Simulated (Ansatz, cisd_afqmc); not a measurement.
Species: SF4, charge 0, singlet. SF4 (tetrafluoro-λ4-sulfane, SMILES FS(F)(F)F).
B3LYP-D3(BJ)/def2-TZVP minimum from Ansatz (an electronic-structure program):
```xyz
5

F      0.5819     1.5844    -0.0193
S     -0.2940     0.1727    -0.1656
F     -1.0147    -1.3301    -0.2245
F     -0.0185    -0.0852     1.3537
F      0.9739    -0.4761    -0.8154
```

Total energies in cc-pV(T+d)Z, 34 correlated electrons, 9 frozen orbitals. Open shells are spin-unrestricted; no spin-orbit coupling. Correlated methods leave the cores frozen. No relativity. AFQMC is phaseless with a CISD trial state; ± is one standard error, without the phaseless bias. Outlying blocks are dropped, and bars are widened where a walk drifts. Over all cases where full CI ran beside it in this data, AFQMC minus full CI had a median of +0.1 mEh and passed +0.4 mEh in a tenth of the cases.

```csv
method,program,energy (Eh),minus AFQMC/CISD (mEh)
HF,Ansatz,-795.36872,1260.7 ± 0.4
MP2,Ansatz,-796.58606,43.4 ± 0.4
CCSD,Ansatz,-796.58345,46.0 ± 0.4
CCSD(T),Ansatz,-796.62651,2.9 ± 0.4
AFQMC/CISD,cisd_afqmc,-796.6294 ± 0.0004,0.0
```
